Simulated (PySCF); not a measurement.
CdHBr, SMILES [Br][CdH].

The structure is a stationary point at B3LYP-D3(BJ)/def2-TZVP. The def2 effective core potentials stand for the cores of Cd; spin–orbit coupling is left out.

Method: B3LYP-D3(BJ)/def2-TZVP run with PySCF.

Frequencies are harmonic and unscaled.

Modes within 1.5 cm⁻¹ of each other (mostly degenerate sets) share a row, with their intensities summed.

```json
[
 {"mode": "1", "ν (cm⁻¹)": "251", "IR (km/mol)": "17.0", "Raman (Å⁴/amu)": "8.0", "depolarisation": "0.22", "moving atoms (share of kinetic energy)": "Br 59 %, Cd 41 %"},
 {"mode": "2–3", "ν (cm⁻¹)": "409", "IR (km/mol)": "100.5", "Raman (Å⁴/amu)": "21.3", "depolarisation": "0.75", "moving atoms (share of kinetic energy)": "H 97 %"},
 {"mode": "4", "ν (cm⁻¹)": "1852", "IR (km/mol)": "121.8", "Raman (Å⁴/amu)": "320.6", "depolarisation": "0.26", "moving atoms (share of kinetic energy)": "H 99 %"}
]
```
